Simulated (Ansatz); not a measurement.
System: C₃H₃F₄, net charge 0, doublet state. It need not be the lowest isomer of its formula. 
Coordinates optimised at B3LYP-D3(BJ)/def2-TZVP (Ansatz, a program for electronic structure):
```xyz
10

F      2.5970    -0.6610     0.9153
C      1.5671     0.0745     0.4582
C      0.4215    -0.7184    -0.0487
C     -0.8179     0.1245    -0.2545
F     -1.8181    -0.6127    -0.7743
F     -1.2680     0.6589     0.8948
F     -0.5889     1.1467    -1.1075
H      1.8590     1.0404     0.0686
H      0.6466    -1.1980    -1.0115
H      0.1727    -1.5132     0.6578
```
Charge 0, spin multiplicity 2.

Basis-set convergence of Hartree-Fock and MP2 correlation energies (hartree) with Ansatz. Cores are frozen in the correlated levels unless marked. Open shells are spin-unrestricted. Spin-orbit coupling is left out. No relativistic terms.

```
basis    functions       E(HF)  E(corr, MP2)
-------  ---------  ----------  ------------
cc-pVDZ        113  -513.09604      -1.11835
cc-pVTZ        252  -513.26685      -1.45986
cc-pVQZ        475  -513.30672      -1.58485
```

Extrapolating the two largest sets (X = 3 and 4) as X^-3: E(corr) = (64·(-1.58485) - 27·(-1.45986))/37 = -1.6761 Eh, an estimate of the basis-set limit. The largest set recovers 94.6 % of it, the smallest 66.7 %.
